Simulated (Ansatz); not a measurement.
Total energies of H₅InSeSi, SMILES `[SiH3][InH][SeH]`.

```xyz
8

Si    1.577    0.145    0.596
In   -0.619    0.157   -0.725
Se   -2.573   -0.866    0.485
H     1.389   -0.461    1.940
H     2.084    1.534    0.769
H     2.614   -0.635   -0.135
H    -0.974    0.748   -2.300
H    -3.498   -0.622   -0.629
```

Charge 0, multiplicity 1. Correlated methods include outer-core shells of In, Se, which these sets cover unevenly. Scalar relativity is left out up to krypton. In: def2 effective core potential. The geometry is a stationary point of PBE0-D4/def2-TZVP. It is one conformer, not always the lowest. Basis def2-TZVPP, Ansatz 0.2.0.

RPA on PBE orbitals: Hartree–Fock energy of these orbitals -2880.88020 Eh, correlation -1.11060 Eh (frozen core).

```json
{"functional": "LDA (SPW92)", "energy without D4 (Eh)": "-2879.27639", "D4 term (kJ/mol)": "–"}
{"functional": "PBE", "energy without D4 (Eh)": "-2883.70192", "D4 term (kJ/mol)": "-16.8"}
{"functional": "revPBE", "energy without D4 (Eh)": "-2884.01338", "D4 term (kJ/mol)": "-38.7"}
{"functional": "BLYP", "energy without D4 (Eh)": "-2884.19944", "D4 term (kJ/mol)": "-34.7"}
{"functional": "r2SCAN", "energy without D4 (Eh)": "-2884.25328", "D4 term (kJ/mol)": "-3.9"}
{"functional": "B97M-V", "energy without D4 (Eh)": "-2883.71288", "D4 term (kJ/mol)": "–"}
{"functional": "PBE0", "energy without D4 (Eh)": "-2883.81239", "D4 term (kJ/mol)": "-14.5"}
{"functional": "B3LYP", "energy without D4 (Eh)": "-2884.35337", "D4 term (kJ/mol)": "-27.5"}
{"functional": "r2SCANh", "energy without D4 (Eh)": "-2884.23512", "D4 term (kJ/mol)": "-4.3"}
{"functional": "r2SCAN0", "energy without D4 (Eh)": "-2884.20928", "D4 term (kJ/mol)": "-4.8"}
{"functional": "HSE06 (plane-wave form)", "energy without D4 (Eh)": "-2883.80683", "D4 term (kJ/mol)": "-14.0"}
{"functional": "BHLYP", "energy without D4 (Eh)": "-2884.12751", "D4 term (kJ/mol)": "-27.0"}
{"functional": "CAM-B3LYP", "energy without D4 (Eh)": "-2884.32527", "D4 term (kJ/mol)": "-15.4"}
{"functional": "LC-ωPBE", "energy without D4 (Eh)": "-2883.83295", "D4 term (kJ/mol)": "–"}
{"functional": "ωB97X-V", "energy without D4 (Eh)": "-2883.93399", "D4 term (kJ/mol)": "–"}
{"functional": "ωB97M-V", "energy without D4 (Eh)": "-2883.99535", "D4 term (kJ/mol)": "–"}
{"functional": "B2PLYP", "energy without D4 (Eh)": "-2883.50036", "D4 term (kJ/mol)": "–"}
{"functional": "PBE-QIDH", "energy without D4 (Eh)": "-2883.20432", "D4 term (kJ/mol)": "–"}
```

B3LYP takes the VWN-RPA correlation (the form of Gaussian; ORCA's B3LYP/G). HSE06 is the plane-wave form, built on full-range PBE exchange. The double hybrids freeze the cores in their second-order part.

LC-ωPBE has ω = 0.4 bohr⁻¹.
